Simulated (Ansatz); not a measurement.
Zn₇H₂₀Se₇. Total charge 0; singlet. Geometry PBE-D4/def2-SVP, basis def2-TZVP, Ansatz.

```xyz
34

Se   -0.981    2.289   -2.334
Se    1.153   -0.609   -1.624
Se   -0.193   -3.415    0.596
Se    2.359    2.458   -0.449
Se   -0.964    2.975    1.442
Se    0.856    0.036    1.880
Se   -2.097   -0.204   -0.141
Zn    0.378   -3.189   -1.867
Zn    0.214    3.891   -0.682
Zn    2.912   -0.965    0.320
Zn   -1.407   -1.237   -2.472
Zn   -2.485   -2.508    1.203
Zn   -1.667   -0.327    2.592
Zn    1.635   -2.541    2.122
H     1.456   -4.050   -2.599
H    -1.257   -2.887   -2.292
H     0.292    5.429   -0.959
H     4.146   -0.018    0.120
H    -1.959   -0.357   -3.647
H    -3.833   -3.197    0.821
H    -1.937   -1.963    2.740
H    -2.184    0.907    3.410
H     2.791   -2.539    0.849
H     1.803   -2.958    3.617
H    -0.526    3.150   -3.472
H    -2.257    3.062   -2.284
H     2.064   -0.830   -2.773
H    -0.250   -4.872    0.859
H     2.861    2.834   -1.803
H     3.063    3.651    0.122
H    -0.016    3.637    2.382
H    -1.817    4.208    1.455
H     1.410    0.271    3.236
H    -3.562   -0.131   -0.367
```

```
run  HOMO (eV)  LUMO (eV)
  A      -5.88      -2.46
  B      -8.00      -0.74
  C      -6.13      -2.31
  D      -6.97      -1.65
```

Single mean-field runs in def2-TZVP are fitted with def2-universal-jkfit. In the singlet geometry the species has come apart into loosely held pieces. Another isomer (singlet) lies 1.59 eV lower at PBE0-D4/def2-TZVP; other spin states weren't run for this one.

Question: The runs used BHLYP, PBE, PBE0, r2SCAN. Estimate which is which.

Answer: A PBE (0 % exact exchange); B BHLYP (50 % exact exchange); C r2SCAN (0 % exact exchange); D PBE0 (25 % exact exchange). Exact exchange lowers occupied and raises empty levels; among semilocal functionals meta-GGAs tend to open the gap a little, and such runs are hard to tell apart. The gap grows from 3.42 eV (PBE) to 7.26 eV (BHLYP).
